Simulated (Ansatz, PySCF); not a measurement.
ethenyl silylformate (C3H6O2Si), SMILES C=COC(=O)[SiH3]. Atoms are numbered in the order given.

```xyz
12

C     -2.6683     0.4099    -0.1114
C     -1.6120     1.2033    -0.2854
O     -0.2737     0.9004    -0.2060
C      0.2210    -0.3264     0.0782
O     -0.4439    -1.3015     0.2964
Si     2.1488    -0.3562     0.0963
H     -3.6554     0.8629    -0.2226
H     -2.5897    -0.6470     0.1315
H     -1.7121     2.2636    -0.5292
H      2.5597    -0.8303     1.4478
H      2.5736    -1.3415    -0.9379
H      2.7276     0.9863    -0.1886
```

Geometry: PBE0-D3(BJ)/def2-SVP. The values are those of a single conformer.

Two levels are set side by side: PBE-D3(BJ)/def2-SVP (Ansatz, a first-principles code) and PBE0-D3(BJ)/def2-SVP (Ansatz). Each level has its own optimised geometry; the coordinates shown are those of the second. Frequencies come from the Hessian of PySCF at each geometry. Differences are taken from unrounded values.

```tsv
quantity	PBE0-D3(BJ)	PBE-D3(BJ)	PBE-D3(BJ) minus PBE0-D3(BJ)
mean bond length (Å)	1.357	1.369	0.011
bond C1–C2 (Å)	1.332	1.344	0.012
bond C2–O3 (Å)	1.375	1.387	0.013
bond O3–C4 (Å)	1.353	1.375	0.022
bond C4–O5 (Å)	1.200	1.213	0.013
bond C4–Si6 (Å)	1.928	1.937	0.009
bond C1–H7 (Å)	1.092	1.100	0.008
bond C1–H8 (Å)	1.087	1.095	0.008
bond C2–H9 (Å)	1.093	1.101	0.009
bond Si6–H10 (Å)	1.490	1.501	0.011
bond Si6–H11 (Å)	1.490	1.501	0.011
bond Si6–H12 (Å)	1.490	1.500	0.011
highest harmonic wavenumber (cm⁻¹)	3330	3237	-93
mean harmonic wavenumber (cm⁻¹)	1196	1150	-45
zero-point energy (kcal/mol)	51.28	49.33	-1.95
```

Exact exchange shortens and stiffens bonds; PBE has none. Differences between two approximate levels are no errors against the true value.
